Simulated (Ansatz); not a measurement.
Consider the formal exchange of groups at the Se–C bond: `FC(S)[SeH]` + `[SH][SnH2][SeH]` → `[SeH][SnH2][SeH]` + `FC(S)S`.

Program: Ansatz. Geometries: PBE0-D4/def2-TZVP. ΔE: electronic, gas phase. CCSD(T)/CBS is the MP2 limit (def2-TZVPP, def2-QZVPP) plus CCSD(T) − MP2 in def2-TZVPP, frozen cores. Functionals use def2-TZVPP. B3LYP here is the variant with VWN-RPA as its local correlation; programs differ in this. HSE06 is defined as in plane-wave codes. Elements past krypton have def2 core potentials. For Se, Sn outer-core shells are correlated without core-valence functions, which leaves a few kJ/mol of doubt a bond. Scalar relativity is left out up to krypton. Each species was taken in one conformer, which may not be the lowest.

| level | ΔE (kJ/mol) | difference from CCSD(T)/CBS |
| --- | --- | --- |
| LDA (SPW92) | -13.2 | 0.4 |
| PBE-D4 | -11.1 | 2.5 |
| revPBE-D4 | -10.6 | 3.0 |
| BLYP-D4 | -10.3 | 3.3 |
| r2SCAN-D4 | -11.9 | 1.7 |
| B97M-V | -7.3 | 6.3 |
| PBE0-D4 | -13.7 | -0.1 |
| B3LYP-D4 | -12.6 | 1.0 |
| r2SCAN0-D4 | -14.4 | -0.8 |
| HSE06-D4 | -13.8 | -0.2 |
| BHLYP-D4 | -15.5 | -1.9 |
| ωB97X-V | -12.2 | 1.4 |
| ωB97M-V | -12.6 | 1.0 |
| PBE-QIDH | -12.9 | 0.7 |
| PBE | -11.3 | 2.3 |
| revPBE | -10.7 | 2.9 |
| BLYP | -10.8 | 2.8 |
| r2SCAN | -11.9 | 1.7 |
| PBE0 | -13.8 | -0.2 |
| r2SCAN0 | -14.4 | -0.8 |
| HSE06 | -13.9 | -0.3 |
| BHLYP | -15.6 | -2.0 |
| CAM-B3LYP | -13.1 | 0.5 |
| LC-ωPBE | -12.6 | 1.0 |
| RPA@PBE/def2-TZVPP | -7.2 | 6.4 |
| HF/def2-SVP | -17.2 | -3.6 |
| MP2/def2-SVP | -17.1 | -3.5 |
| CCSD/def2-SVP | -18.1 | -4.5 |
| CCSD(T)/def2-SVP | -17.4 | -3.8 |
| HF/def2-TZVPP | -18.9 | -5.3 |
| MP2/def2-TZVPP | -8.1 | 5.5 |
| SCS-MP2/def2-TZVPP | -8.7 | 4.9 |
| CCSD/def2-TZVPP | -10.1 | 3.5 |
| CCSD(T)/def2-TZVPP | -8.9 | 4.7 |
| HF/def2-QZVPP | -19.2 | -5.6 |
| MP2/def2-QZVPP | -10.9 | 2.7 |
| SCS-MP2/def2-QZVPP | -11.1 | 2.5 |
| HF/CBS(def2) | -19.2 | -5.6 |
| MP2/CBS(def2) | -12.9 | 0.7 |
| CCSD/CBS(def2) | -14.9 | -1.3 |
| CCSD(T)/CBS | -13.6 | 0 |

Question: What do rigid-rotor, harmonic-oscillator terms from PBE0-D4/def2-TZVP frequencies (298.15 K, 1 bar) make of the CCSD(T)/CBS value? (Estimate.)

Answer: Computed: ΔZPE = +0.7 kJ/mol, ΔH = -12.8 kJ/mol, ΔS = 3 J/(mol·K), ΔG = -13.8 kJ/mol. Modes under 50 cm⁻¹ make the entropy rough.

Largest T1 diagnostic among the species: 0.012.

In def2-TZVPP, CCSD(T) changes the Hartree–Fock value by +10.0 kJ/mol (the triples alone add +1.2 kJ/mol) and MP2 by +10.8 kJ/mol. From BLYP to BHLYP (50 % exact exchange), in def2-TZVPP and without D4, ΔE moves by −4.9 kJ/mol.
